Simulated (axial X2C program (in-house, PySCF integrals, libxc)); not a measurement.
# Bond lengths and stretching modes, held linear, of SeSH

Calculated with an in-house all-electron X2C program for linear molecules (integrals from PySCF): two-component X2C with atomic mean-field Coulomb and Gaunt terms, Gaussian nuclei, basis Se dyall-v3z, S dyall-av3z, H dyall-v3z with contracted cores. Spin-free rows use the one-electron spin-free X2C Hamiltonian.

Masses Se 79.917, S 31.972, H 1.008 u. States: 2c Ω = 3/2 (beyond evenly filled blocks: ω = 3/2); spin-free M_S = 3/2, Λ = 0 (beyond evenly filled blocks: σα, π+α, π-α).

r2SCAN, spin-free: energies above the lowest point

| r(Se–S) (Å) | r(S–H) (Å) | E (meV) |
| --- | --- | --- |
| 2.2191 | 1.3796 | 39.78 |
| 2.2191 | 1.4150 | 14.26 |
| 2.2191 | 1.4504 | 6.77 |
| 2.2760 | 1.3796 | 15.97 |
| 2.2760 | 1.4150 | 0.00 |
| 2.2760 | 1.4504 | 2.49 |
| 2.2760 | 1.4858 | 19.22 |
| 2.3329 | 1.3796 | 17.21 |
| 2.3329 | 1.4150 | 9.67 |
| 2.3329 | 1.4504 | 21.08 |
| 2.3898 | 1.4150 | 37.15 |
| 2.3898 | 1.4858 | 90.76 |

Q: Fit a quadratic surface with cubic terms in each bond: where is the minimum, and what are the two stretching wavenumbers?

A: At r2SCAN, spin-free: bonds 2.269 and 1.430 Å; harmonic stretches 268.7 and 1911.5 cm⁻¹; force constants 1.21, 2.14 and coupling 0.71 mdyn/Å.

The other levels and Hamiltonians give:

```json
{"Hamiltonian": "2c", "level": "PBE0", "r(Se–S) (Å)": "2.271", "r(S–H) (Å)": "1.415", "lower stretch (cm⁻¹)": "270.9", "upper stretch (cm⁻¹)": "2023.3"}
{"Hamiltonian": "2c", "level": "r2SCAN", "r(Se–S) (Å)": "2.272", "r(S–H) (Å)": "1.429", "lower stretch (cm⁻¹)": "268.5", "upper stretch (cm⁻¹)": "1920.4"}
{"Hamiltonian": "spin-free", "level": "PBE0", "r(Se–S) (Å)": "2.271", "r(S–H) (Å)": "1.418", "lower stretch (cm⁻¹)": "269.3", "upper stretch (cm⁻¹)": "2012.2"}
{"Hamiltonian": "spin-free", "level": "HF", "r(Se–S) (Å)": "2.375", "r(S–H) (Å)": "1.349", "lower stretch (cm⁻¹)": "171.3", "upper stretch (cm⁻¹)": "2290.1"}
{"Hamiltonian": "spin-free", "level": "MP2", "r(Se–S) (Å)": "2.306", "r(S–H) (Å)": "1.389", "lower stretch (cm⁻¹)": "247.1", "upper stretch (cm⁻¹)": "2193.0"}
```

Each state is one determinant, the lowest of a limited PBE0 search; the stretches come from a fit to these few points and carry an uncertainty of a few per cent. Other orders of the atoms were not compared. Left out for rough or failed fits: HF 2c, MP2 2c. The levels spread by more than a fifth, so the stretches depend strongly on the method. MP2 freezes inner shells (threshold -2 hartree). The molecule was held linear; bending was not examined, so a bent shape may lie lower. Hydrosulfides and their kin are strongly bent in nature, so this linear model does not describe the real molecule. Note: several unpaired electrons, one determinant need not be a pure state.
